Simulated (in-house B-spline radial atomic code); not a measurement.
RPA and G0W0 for Mg+, [Ne] 3s1, highest spin, as one setting changes: the highest l of the empty states. Start: Hartree-Fock. A dash marks a level of low quasi-particle weight. Computed with a B-spline radial code for spherical atoms: all electrons, non-relativistic, point nucleus, each spin shell either full or empty, empty states to the listed l with an (l + 1/2)⁻⁴ tail; G0W0 by contour deformation at full frequency.

RPA overbinds a lone outer s electron by self-correlation, and G0W0 tends to as well.

```json
{"highest l of the empty states": "3", "RPA summed (Eh)": "-0.50357", "RPA extrapolated (Eh)": "-0.55649", "G0W0 level (eV)": "3s up -15.425"}
{"highest l of the empty states": "4", "RPA summed (Eh)": "-0.53365", "RPA extrapolated (Eh)": "-0.5659", "G0W0 level (eV)": "3s up -15.424"}
{"highest l of the empty states": "5", "RPA summed (Eh)": "-0.54579", "RPA extrapolated (Eh)": "-0.5627", "G0W0 level (eV)": "3s up -15.424"}
{"highest l of the empty states": "6", "RPA summed (Eh)": "-0.55158", "RPA extrapolated (Eh)": "-0.56152", "G0W0 level (eV)": "3s up -15.424"}
{"highest l of the empty states": "7", "RPA summed (Eh)": "?", "RPA extrapolated (Eh)": "?", "G0W0 level (eV)": "?"}
{"highest l of the empty states": "8", "RPA summed (Eh)": "-0.55646", "RPA extrapolated (Eh)": "-0.56071", "G0W0 level (eV)": "3s up -15.424"}
{"highest l of the empty states": "9", "RPA summed (Eh)": "-0.55756", "RPA extrapolated (Eh)": "-0.56054", "G0W0 level (eV)": "3s up -15.424"}
{"highest l of the empty states": "10", "RPA summed (Eh)": "?", "RPA extrapolated (Eh)": "?", "G0W0 level (eV)": "?"}
{"highest l of the empty states": "11", "RPA summed (Eh)": "-0.55875", "RPA extrapolated (Eh)": "-0.56035", "G0W0 level (eV)": "3s up -15.424"}
```

(1) What belongs in the row for 10?

(2) What belongs in the row for 7?

Answers

(1) RPA summed (Eh): -0.55827; RPA extrapolated (Eh): -0.56042; G0W0 level (eV): 3s up -15.424.

(2) RPA summed (Eh): -0.55467; RPA extrapolated (Eh): -0.56099; G0W0 level (eV): 3s up -15.424.
